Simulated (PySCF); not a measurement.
Compound: C3H12N2Si.
Z-matrix (Å and degrees, PBE0-D3(BJ)/def2-SVP geometry), rows numbered from 1:
```
C 
C   1  1.5267
C   2  1.5276  1  112.16
Si  2  1.8942  1  111.64  3  -126.99
N   4  1.7315  2  106.29  1    64.52
N   4  1.7279  2  116.66  1   -53.62
H   1  1.1035  2  111.73  3   -56.03
H   1  1.1023  2  111.10  3    64.18
H   1  1.1018  2  111.41  3  -176.37
H   2  1.1074  1  108.34  3   118.94
H   3  1.1036  2  111.52  1   -59.76
H   3  1.1022  2  112.08  1   179.75
H   3  1.1035  2  111.53  1    59.27
H   4  1.5049  2  107.03  1  -169.67
H   5  1.0133  4  120.03  2    38.41
H   5  1.0138  4  119.39  2  -178.57
H   6  1.0123  4  120.69  2   -86.54
H   6  1.0132  4  121.03  2    63.24
```

Theory: TDDFT B3LYP/def2-SVPD, vertical, gas phase, core orbitals frozen in the response in PySCF 2.14.0, density-fitted response routines.

```
state  λ (nm)  E (eV)       f  main configurations (H = HOMO, L = LUMO)
   S1   205.1    6.04   0.024                                 H→L (93%)
   S2   197.2    6.29   0.024                  H-1→L (58%), H→L+1 (38%)
   S3   191.3    6.48  0.0099                  H→L+1 (56%), H-1→L (36%)
   S4   180.4    6.87   0.039                H-1→L+1 (81%), H→L+2 (10%)
   S5   178.5    6.95  0.0095                H→L+2 (83%), H-1→L+1 (11%)
   S6   172.7    7.18   0.019                               H→L+3 (88%)
   S7   168.5    7.36   0.016                             H-1→L+2 (90%)
   S8   164.9    7.52   0.028                               H-2→L (86%)
   S9   164.0    7.56   0.016                H→L+4 (51%), H-1→L+3 (29%)
  S10   163.1    7.60  0.0045                H-1→L+3 (56%), H→L+4 (32%)
```

Triplets (Tamm–Dancoff): T1 5.83 eV, H→L (78%), H→L+1 (11%); T2 5.98 eV, H-1→L (57%), H→L+1 (32%); T3 6.33 eV, H→L+1 (48%), H-1→L (27%), H→L (14%); T4 6.62 eV, H-1→L+1 (72%).

The lowest singlet lies at 6.04 eV (205 nm, ultraviolet) and is weak; its leading configuration is HOMO→LUMO (93%). The most intense listed level is S4 at 6.87 eV (180 nm, f = 0.039), 0.83 eV above S1. Löwdin shares by element: HOMO nitrogen 45%, carbon 15% or more, silicon 13% (atoms not listed hold the other 26%); LUMO silicon 22%, hydrogen 16% or more, carbon 8% or more (atoms not listed hold the other 53%). Weighted by f, the mean energy of these states is 6.92 eV. The oscillator strengths of these states sum to 0.190; summed over the whole spectrum of an exact calculation they would give the number of electrons, 58 (Thomas–Reiche–Kuhn). The listed states span 1.56 eV, and the widest gap between neighbours is 0.39 eV (S3 to S4). The vertical ionisation energy (ΔSCF) is 8.72 eV, 1.12 eV above S10. The window holds the lowest 10 singlets.

The run took 2.8 min on one thread, x86-64 server, on a shared host.

One conformer stands for the species.
